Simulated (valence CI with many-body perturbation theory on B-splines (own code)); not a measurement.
## La¹⁶⁺: one-electron terms

Level of theory: configuration interaction combined with many-body perturbation theory (CI+MBPT): five valence electrons over a frozen Dirac-Fock core [Kr], a basis of 7 s, 7 p, 8 d, 6 f, 4 g, 1 h functions for each j, with the one-electron correlation potential Σ1, the two-electron term Σ2, the three-electron term Σ3, Breit, model QED; selected CI, second order for the rest, scaled by the run's own slope (own B-spline code, finite nucleus).

No measured spectrum was set against this ion. As an estimate, terms of the open shell hold to 2 to 4 % of their energy, and close levels can change places. Among the levels kept, up to 460 cm⁻¹ of a level comes from second order outside the variational space, and about a tenth of that is noise between levels of different J, which matters for small intervals. The list stops below the first excitations out of the core.

These are the spectroscopic orbitals of the CI (the correlating ones are not listed), shaped by the core and the other valence electrons. h is the expectation value of the core's Dirac-Fock operator, without the valence repulsion; Σ1 is computed up to l = 3 at one energy for each symmetry, that of its lowest orbital but kept below the first core excitation, so for empty shells it is not the orbital's own correlation shift; Breit and QED include the response of the core.

```
Orbital  h (hartree)  Σ1 (cm⁻¹)  Breit (cm⁻¹)  QED (cm⁻¹)  ⟨r⟩ (bohr)
  5s1/2      -14.322      -9428           877         720       1.214
  6s1/2      -8.9672      -3435           442         361       1.952
  7s1/2      -6.1579      -1710           248         205       2.869
  5p1/2      -13.371      -8436          1328       -38.4       1.265
  6p1/2      -8.4792      -3294           692       -19.3       2.029
  7p1/2      -5.8743      -1694           399       -11.0       2.975
  5p3/2       -13.08      -7770           790        32.7       1.296
  6p3/2      -8.3333      -3104           417        17.5       2.067
  7p3/2      -5.7903      -1611           256        10.3       3.020
  4d3/2      -20.714     -18906          1387        -254      0.6911
  5d3/2      -11.522      -6725           513       -69.1       1.382
  6d3/2      -7.5247      -3054           266       -34.6       2.218
  4d5/2       -20.56     -18489           586        -171      0.6977
  5d5/2      -11.463      -6670           257       -41.8       1.390
  6d5/2      -7.4938      -3035           137       -20.8       2.228
  4f5/2      -16.214     -34139          -166        -156      0.7362
  5f5/2      -9.7679      -7149           3.3       -48.6       1.518
  4f7/2       -16.19     -32298          -492        -137      0.7385
  5f7/2      -9.7572      -7008          -119       -41.2       1.521
  5g7/2      -8.7186                    -34.0        -8.9       1.541
  5g9/2      -8.7174                    -45.8        -7.2       1.542
```

Among the shells of the start configuration 4d5, Σ1 is largest in size for 4d3/2, where it is 0.42 % of h.

Lowest root of each symmetry, sizes in configuration state functions:

```
   J  Parity  Roots  Reference  Variational  Second order  Change by selected CI (cm⁻¹)  Change by second order (cm⁻¹)
 1/2    even      5        112        32062        692859                         -8268                            -45
 3/2    even      8        201        30093       1342133                         -8142                           -127
 5/2    even     11        254        28678       1668909                         -5348                           -137
 7/2    even      8        257        27925       1852259                         -7740                           -315
 9/2    even      6        232        28392       1470392                         -7627                           -275
11/2    even      4        182        28164       1593839                         -7771                           -205
13/2    even      2        129        31726       1121339                         -8527                           -138
 1/2     odd     18         48        31827        930337                        -11279                           -202
 3/2     odd     30         83        29769       1573194                        -11281                           -742
 5/2     odd     39        100        28661       2015802                        -11535                          -1092
 7/2     odd     40         99        27598       2266649                        -11019                          -1185
 9/2     odd     39         80        27463       2486033                        -10805                          -1116
11/2     odd     32         57        27957       2204788                        -11139                           -916
13/2     odd     23         34        29199       2013522                        -11602                           -703
15/2     odd     14         17        30046       1732443                        -12031                           -427
17/2     odd      6          6        31787       1268097                        -13597                           -297
19/2     odd      2          2        32497        750147                        -13948                            -62
```
